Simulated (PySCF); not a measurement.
C3H9BOS. Atoms are numbered in the order given.

```xyz
15

B      0.0777     0.5094     0.1884
C      0.3738     1.9148     0.8327
H      0.9787     1.8491     1.7476
H     -0.5675     2.4331     1.0840
H      0.9071     2.5655     0.1186
O     -0.6491     0.3381    -0.9478
C     -1.2065     1.4138    -1.6552
H     -0.4327     2.1140    -2.0127
H     -1.7398     1.0128    -2.5288
H     -1.9257     1.9802    -1.0398
S      0.7303    -0.9761     0.9848
C      0.1378    -2.3031    -0.1010
H     -0.9594    -2.3180    -0.1340
H      0.5041    -3.2527     0.3103
H      0.5236    -2.1728    -1.1204
```
Charge 0, spin multiplicity 1.

Coordinates come from a PBE0-D3(BJ)/def2-SVP optimisation. The values are those of a single conformer.

Calculation: PySCF with M06-2X/def2-TZVP.

Isolated molecule, no solvent.

Computed frontier levels, gap, dipole moment and polarisability:
| Property | Result |
|---|---|
| highest occupied level | -7.98 eV |
| lowest empty level | 1.31 eV |
| orbital gap | 9.29 eV |
| dipole moment | 0.442 e·Å |
| quadrupole, principal values (traceless, Buckingham form, about the centre of nuclear charge) | -2.74, -2.68, 5.42 D·Å |
| mean static polarisability | 74.1 bohr³ (10.98 Å³) |
| polarisability, principal values | 57.3, 75.0, 89.9 bohr³ |
